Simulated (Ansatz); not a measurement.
Reaction (formal exchange of groups at the Si–O bond): `N[Si@H](O)O[Si@@H](N)O` + `CCl` → `N[SiH](O)CCl` + `N[SiH](O)O`

Calculated with Ansatz (gas phase, PBE0-D4/def2-TZVP geometries, no zero-point term in ΔE). CBS: MP2 limit from def2 TZ/QZ plus the TZ coupled-cluster correction, frozen cores. This one scheme is used for every species. DFT in def2-TZVPP. B3LYP here is the variant with VWN-RPA as its local correlation; programs differ in this. Each species was taken in one conformer, which may not be the lowest.

```json
{"level": "PBE-D4", "ΔE (kJ/mol)": "124.2", "difference from CCSD(T)/CBS": "-13.3"}
{"level": "r2SCAN-D4", "ΔE (kJ/mol)": "137.7", "difference from CCSD(T)/CBS": "0.2"}
{"level": "PBE0-D4", "ΔE (kJ/mol)": "131.5", "difference from CCSD(T)/CBS": "-6.0"}
{"level": "B3LYP-D4", "ΔE (kJ/mol)": "140.6", "difference from CCSD(T)/CBS": "3.1"}
{"level": "ωB97X-V", "ΔE (kJ/mol)": "136.8", "difference from CCSD(T)/CBS": "-0.7"}
{"level": "ωB97M-V", "ΔE (kJ/mol)": "135.8", "difference from CCSD(T)/CBS": "-1.7"}
{"level": "B2PLYP", "ΔE (kJ/mol)": "140.0", "difference from CCSD(T)/CBS": "2.5"}
{"level": "PBE", "ΔE (kJ/mol)": "122.7", "difference from CCSD(T)/CBS": "-14.8"}
{"level": "r2SCAN", "ΔE (kJ/mol)": "136.8", "difference from CCSD(T)/CBS": "-0.7"}
{"level": "PBE0", "ΔE (kJ/mol)": "129.9", "difference from CCSD(T)/CBS": "-7.6"}
{"level": "B3LYP", "ΔE (kJ/mol)": "138.7", "difference from CCSD(T)/CBS": "1.2"}
{"level": "HF/def2-TZVPP", "ΔE (kJ/mol)": "157.7", "difference from CCSD(T)/CBS": "20.2"}
{"level": "MP2/def2-TZVPP", "ΔE (kJ/mol)": "138.0", "difference from CCSD(T)/CBS": "0.5"}
{"level": "SCS-MP2/def2-TZVPP", "ΔE (kJ/mol)": "141.3", "difference from CCSD(T)/CBS": "3.8"}
{"level": "CCSD/def2-TZVPP", "ΔE (kJ/mol)": "141.4", "difference from CCSD(T)/CBS": "3.9"}
{"level": "CCSD(T)/def2-TZVPP", "ΔE (kJ/mol)": "138.4", "difference from CCSD(T)/CBS": "0.9"}
{"level": "HF/def2-QZVPP", "ΔE (kJ/mol)": "160.0", "difference from CCSD(T)/CBS": "22.5"}
{"level": "MP2/def2-QZVPP", "ΔE (kJ/mol)": "138.3", "difference from CCSD(T)/CBS": "0.8"}
{"level": "SCS-MP2/def2-QZVPP", "ΔE (kJ/mol)": "141.6", "difference from CCSD(T)/CBS": "4.1"}
{"level": "HF/CBS(def2)", "ΔE (kJ/mol)": "160.3", "difference from CCSD(T)/CBS": "22.8"}
{"level": "MP2/CBS(def2)", "ΔE (kJ/mol)": "137.1", "difference from CCSD(T)/CBS": "-0.4"}
{"level": "CCSD/CBS(def2)", "ΔE (kJ/mol)": "140.5", "difference from CCSD(T)/CBS": "3.0"}
{"level": "CCSD(T)/CBS", "ΔE (kJ/mol)": "137.5", "difference from CCSD(T)/CBS": "0"}
```

Largest T1 diagnostic among the species: 0.011.

From PBE to PBE0 (25 % exact exchange), in def2-TZVPP and without D4, ΔE moves by +7.2 kJ/mol. In def2-TZVPP, CCSD(T) changes the Hartree–Fock value by −19.3 kJ/mol (the triples alone add −3.0 kJ/mol) and MP2 by −19.7 kJ/mol.
